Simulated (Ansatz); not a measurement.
What each rung costs, and what it gives

Saddle point of AlNH₆O₂, singlet (AlNH₄O₂ ([NH2][Al]([OH])[OH]) + H₂ → AlH₃O₂ ([OH][AlH][OH]) + NH₃ (still joined by a long Al–N bond); bonds formed: Al1–H6, N2–H5; bonds broken: H5–H6; bonds weakened to dative contacts: Al1–N2), PBE0-D4/def2-TZVP structure:

| atom | x (Å) | y (Å) | z (Å) |
| --- | --- | --- | --- |
| Al1 | -0.0823 | -0.3974 | 0.0064 |
| N2 | 0.0079 | 1.4508 | -0.2672 |
| O3 | 0.5404 | -1.2623 | -1.3146 |
| O4 | -1.3905 | -0.8256 | 0.9997 |
| H5 | 0.9467 | 0.9409 | 0.6125 |
| H6 | 1.2993 | 0.0948 | 1.0664 |
| H7 | -0.6760 | 2.0770 | 0.1358 |
| H8 | 0.3762 | 1.8390 | -1.1251 |
| H9 | 0.6035 | -2.2104 | -1.3908 |
| H10 | -1.6252 | -1.7068 | 1.2770 |

Barriers are electronic and count from the start structure reached by relaxing down the imaginary mode.

Program: Ansatz 0.2.0. Basis: as named in each row. Cores are frozen in the correlated methods. B3LYP uses VWN-RPA correlation. Extrapolation: Hartree–Fock as exp(−7.88 √X), correlation as X^−2.97.

Times are rough, for one single point on 4 threads of a shared host (Intel Xeon).

The estimate by CCSD(T) at an estimated basis limit (MP2 extrapolated from triple and quadruple zeta, plus CCSD(T) − MP2 in triple zeta) is 21.88 kcal/mol.

| method | basis | time (s) | barrier (kcal/mol) | method less estimate |
| --- | --- | --- | --- | --- |
| HF | STO-3G | under 1 | 40.29 | 18.40 |
| PBE-D4 | STO-3G | under 1 | 16.51 | -5.37 |
| SPW92 | def2-SVP | under 1 | 3.74 | -18.14 |
| PBE-D4 | def2-SVP | 1 | 10.40 | -11.48 |
| B3LYP-D4 | 6-31G | 1 | 20.79 | -1.09 |
| PBE0-D4 | def2-SVP | 1 | 13.01 | -8.87 |
| SPW92 | def2-TZVPP | 2 | 8.52 | -13.36 |
| BLYP-D4 | def2-TZVPP | 3 | 18.91 | -2.97 |
| PBE-D4 | def2-TZVPP | 3 | 15.03 | -6.86 |
| BHLYP-D4 | def2-TZVPP | 3 | 22.53 | 0.65 |
| PBE0-D4 | def2-TZVPP | 3 | 17.06 | -4.82 |
| B3LYP-D4 | def2-TZVPP | 3 | 20.05 | -1.84 |
| wB97M-V | def2-SVP | 4 | 15.43 | -6.45 |
| CCSD(T) | def2-SVP | 4 | 18.37 | -3.51 |
| CAM-B3LYP-D4 | def2-TZVPP | 4 | 20.19 | -1.70 |
| r2SCAN-D4 | def2-TZVPP | 5 | 16.54 | -5.35 |
| r2SCAN0-D4 | def2-TZVPP | 5 | 18.25 | -3.63 |
| RPA on PBE | def2-TZVPP | 6 | 21.38 | -0.51 |
| B2PLYP | def2-TZVPP | 7 | 21.00 | -0.88 |
| PBE-QIDH | def2-TZVPP | 7 | 19.49 | -2.39 |
| B97M-V | def2-TZVPP | 8 | 16.98 | -4.90 |
| wB97X-V | def2-TZVPP | 8 | 20.63 | -1.26 |
| wB97M-V | def2-TZVPP | 8 | 21.00 | -0.89 |
| MP2 | def2-QZVPP | 24 | 21.87 | -0.01 |
| CCSD(T) | def2-TZVPP | 76 | 21.62 | -0.26 |

All methods are single points on the PBE0-D4 structures.

T1 diagnostic: at most 0.013.

Labels in which every atom is bracketed show which atoms are joined, not bond orders.
